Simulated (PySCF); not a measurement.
PySCF input for TeBrI, SMILES [Te](I)Br, B3LYP-D3(BJ)/def2-SVP. The structure is a stationary point at B3LYP-D3(BJ)/def2-SVP. The def2 effective core potentials stand for the cores of I, Te; spin–orbit coupling is left out.

```python
import numpy as np
from pyscf import gto, scf, dft, df
from pyscf.hessian import thermo

mol = gto.M(
    atom='''
    Te    1.00516658    0.45301410    0.00000000
    Br   -0.85908362    2.17730832    0.00000000
    I    -0.41888180   -1.88231178    0.00000000
    ''',
    basis='def2-SVP',
    ecp={'I': 'def2-svp', 'Te': 'def2-svp'},
    charge=0,
    spin=0,
    max_memory=1600,
    verbose=3,
)
mf = dft.RKS(mol, xc='b3lyp').density_fit(auxbasis='def2-universal-jkfit')
mf.disp = 'd3bj'
mf.grids.level = 3
mf.conv_tol = 1e-11
mf.max_cycle = 100
mf.kernel()

# analytic Hessian; the response equations are solved on a coarser grid
h, args, fine = mf.Hessian(), (mf.mo_energy, mf.mo_coeff, mf.mo_occ), mf.grids
h.max_memory = max(150, 2.5e-5 * df.make_auxmol(mol, mf.with_df.auxbasis).nao * mol.nelec[0] * (mol.nelec[0] + mol.nao))  # MB; small integral blocks
h1ao = h.make_h1(mf.mo_coeff, mf.mo_occ)
mf.grids = dft.Grids(mol).set(level=1).build(with_non0tab=True)
mo1, mo_e1 = h.solve_mo1(*args, h1ao)
mf.grids = fine
hess = h.hess_elec(*args, mo1, mo_e1, h1ao) + h.hess_nuc()
if mf.do_disp():
    hess += h.get_dispersion()
for i in range(mol.natm):  # the analytic DFT Hessian lacks the response of the grid: restore translational invariance
    hess[i, i] -= hess[i].sum(axis=0)
hess = (hess + hess.transpose(1, 0, 3, 2)) / 2
vib = thermo.harmonic_analysis(mol, hess, imaginary_freq=False)
thermo.dump_normal_mode(mol, vib)
th = thermo.thermo(mf, vib['freq_au'][vib['freq_au'] > 0], 298.15, 101325)
thermo.dump_thermo(mol, th)
g0 = mf.nuc_grad_method().set(verbose=0).kernel()

# dipole derivatives [dipole axis, atom, xyz] from the same response
r, irp = mol.intor('int1e_r'), mol.intor('int1e_irp').reshape(3, 3, mol.nao, mol.nao)
sl, dm0, ok = mol.aoslice_by_atom(), np.array(mf.make_rdm1()), []
dmu = np.einsum('a,xt->xat', mol.atom_charges(), np.eye(3))
for a, (_, _, p0, p1) in enumerate(sl):
    dmu[:, a] += 2 * np.einsum('xtij,ij->xt', irp[:, :, :, p0:p1], dm0.reshape(-1, mol.nao, mol.nao).sum(0)[:, p0:p1])
    for u, c, occ, f in [(mo1, mf.mo_coeff, mf.mo_occ, 4)]:
        dmu[:, a] -= f * np.einsum('tui,xuv,vi->xt', u[a], r, c[:, occ > 0], optimize=True)
L = vib['norm_mode']
ir = 974.8801 * (np.einsum('xat,kat->kx', dmu, L) ** 2).sum(1)       # km/mol
apt = np.einsum('xax->a', dmu) / 3

# polarisability derivatives from nuclear gradients in small electric fields
h0, F = mf.get_hcore(), 0.005
def in_field(f, guess):
    m = mf.copy()
    m.verbose, m.conv_tol, m.conv_tol_grad = 0, 1e-11, 2e-7
    m.get_hcore = lambda *a: h0 + np.einsum('x,xij->ij', f, r)
    m.kernel(guess)
    ok.append(m.converged)
    dm = np.array(m.make_rdm1())
    g = m.nuc_grad_method().kernel() - np.outer(mol.atom_charges(), f)
    for a, (_, _, p0, p1) in enumerate(sl):
        g[a] -= 2 * np.einsum('x,xtij,ij->t', f, irp[:, :, :, p0:p1], dm[:, p0:p1])
    return g, -np.einsum('xij,ij->x', r, dm), dm
E = np.eye(3) * F
g0, _, dm0 = in_field(np.zeros(3), dm0)
gp = [in_field(e, dm0) for e in E]
gm = [in_field(-e, 2 * dm0 - p[2]) for e, p in zip(E, gp)]
alpha = np.array([(p[1] - q[1]) / (2 * F) for p, q in zip(gp, gm)])  # bohr^3
check = abs(np.array([-(p[0] - q[0]) / (2 * F) for p, q in zip(gp, gm)]) - dmu).max()
print('static polarisability / bohr^3:', alpha.round(3))
print('largest difference of analytic and finite-field dipole derivatives / e:', check)
da = np.zeros((3, 3, mol.natm, 3))
for x in range(3):
    da[x, x] = -(gp[x][0] + gm[x][0] - 2 * g0) / F**2
for x, y in ((0, 1), (0, 2), (1, 2)):
    up, down = in_field(E[x] + E[y], gp[x][2] + gp[y][2] - dm0), in_field(-E[x] - E[y], gm[x][2] + gm[y][2] - dm0)
    both = -(up[0] + down[0] - 2 * g0) / F**2
    da[x, y] = da[y, x] = (both - da[x, x] - da[y, y]) / 2
aq = np.einsum('xyat,kat->kxy', da, L) * 0.529177210903**2           # A^2/amu^1/2
a = np.einsum('kxx->k', aq) / 3
g2 = 1.5 * (aq**2).sum((1, 2)) - 4.5 * a**2
raman, depol = 45 * a**2 + 7 * g2, 3 * g2 / (45 * a**2 + 4 * g2 + 1e-12)
print('mode   freq/cm-1   IR/(km/mol)   Raman/(A^4/amu)   depolarisation')
for k, w in enumerate(vib['freq_wavenumber']):
    print(f'{k + 1:4d} {w:11.2f} {ir[k]:13.3f} {raman[k]:17.3f} {depol[k]:16.3f}')
print('max |gradient| / (hartree/bohr):', abs(g0).max())
print('APT charges:', apt.round(4))
```

Output:

```
converged SCF energy = -3139.82267954771

WARN: DFTD3 does not support analytical Hessian, using finite difference


WARN: Mole.unit (angstrom) is changed to Bohr

Mode                                 0                   1                   2
Irrep
Freq [cm^-1]                       68.4063            197.5261            244.5491
Reduced mass [au]                  98.6799            127.2090             93.4314
Force const [Dyne/A]                0.2721              2.9243              3.2921
Char temp [K]                      98.4215            284.1961            351.8517
Normal mode                   x     y     z       x     y     z       x     y     z
       0  Te                -0.04 -0.00  0.00   -0.04 -0.05  0.00    0.04 -0.03  0.00
       1  Br                 0.03  0.07 -0.00    0.00  0.00  0.00   -0.07  0.06 -0.00
       2   I                 0.02 -0.04 -0.00    0.03  0.05 -0.00   -0.00 -0.00 -0.00
temperature 298.1500 [K]
pressure 101325.00 [Pa]
Rotational constants [GHz] 2.40755 0.59137 0.47476
Symmetry number 1
Zero-point energy (ZPE) 0.00116 [Eh]   3053.358 [J/mol]
                           tot       elec      trans        rot        vib
Entropy [J/mol/K]       343.018      0.000    181.236    127.790     33.992
Cv [J/mol/K]             48.308      0.000     12.472     12.472     23.365
Cp [J/mol/K]             56.623      0.000     20.786     12.472     23.365
Internal energy [J/mol]                      3718.434   3718.434   7925.487
Internal energy [Eh]   -3139.81683  -3139.82268
Enthalpy [J/mol]                             6197.391   3718.434   7925.487
Enthalpy [Eh]          -3139.81588
Gibbs free energy [J/mol]                  -47838.067 -34382.273  -2209.186
Gibbs free energy [Eh] -3139.85484
static polarisability / bohr^3: [[ 70.374   2.238   0.   ]
 [  2.235 117.102  -0.   ]
 [ -0.      0.     42.973]]
largest difference of analytic and finite-field dipole derivatives / e: 0.0011979235285057843
mode   freq/cm-1   IR/(km/mol)   Raman/(A^4/amu)   depolarisation
   1       68.41         0.187             6.211            0.603
   2      197.53         9.020            10.563            0.254
   3      244.55        15.310            11.677            0.224
max |gradient| / (hartree/bohr): 0.00013285662842312356
APT charges: [ 0.5947 -0.3457 -0.249 ]
```

The calculation finished and met its thresholds.
